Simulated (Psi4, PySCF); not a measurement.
C2H6Ge (SMILES C=[CH][GeH3]), singlet, at a GFN2-xTB geometry. Base run: BHANDHLYP/6-31G, TDA (PySCF).

Here is a job for PySCF.
```python
from pyscf import gto, scf, dft, tdscf

mol = gto.Mole()
mol.atom = '''
    Ge    0.66414980   -0.23444849   -0.11534476
    C    -1.02603397    0.72240959   -0.13660217
    C    -2.06289268    0.41992095    0.62768879
    H     0.97554695   -0.80420693   -1.46232096
    H     0.63188073   -1.35020173    0.87528771
    H     1.79425346    0.67966910    0.23564313
    H    -1.10481185    1.55478471   -0.82604285
    H    -2.99185172    0.96973770    0.59511150
    H    -2.02425136   -0.40141430    1.32683419
'''
mol.basis = '6-31g'
mol.verbose = 4
mol.build()

mf = dft.RKS(mol)
mf.xc = 'bhandhlyp'
mf.kernel()
td = mf.TDA()
td.nstates = 5
td.kernel()
td.analyze()
```

Programs used: Psi4, PySCF; a row that names a program was run with it.

Each row names what was changed in the base input (with any setting that the change needs).

| change | first excitation (eV) | oscillator strength of the first | second (eV) |
|---|---|---|---|
| base | 7.45 | 0.007 | 8.08 |
| functional = wb97x | 7.33 | 0.004 | 8.44 |
| nstates = 2 | 7.45 | 0.007 | 8.08 |
| functional = blyp | 6.85 | 0.006 | 7.21 |
| functional = b3lyp | 7.10 | 0.006 | 7.61 |
| functional = m062x | ___ | 0.006 | ___ |
| functional = hf | ___ | ___ | ___ |
| guess vectors = 13 for 5 states | 7.45 | 0.007 | 8.08 |
| code = psi4 | 7.45 | 0.006 | 8.09 |
| response = full linear response | 7.42 | 0.005 | 7.95 |
| functional = lc_wpbe | ___ | 0.004 | ___ |

Some entries are withheld; supply them.


- functional = m062x, first excitation (eV): 7.04
- functional = m062x, second (eV): 8.02
- functional = hf, first excitation (eV): 7.97
- functional = hf, oscillator strength of the first: 0.008
- functional = hf, second (eV): 8.33
- functional = lc_wpbe, first excitation (eV): 7.38
- functional = lc_wpbe, second (eV): 8.63

An iterative solver can miss low states, so a row lists the states that it found.
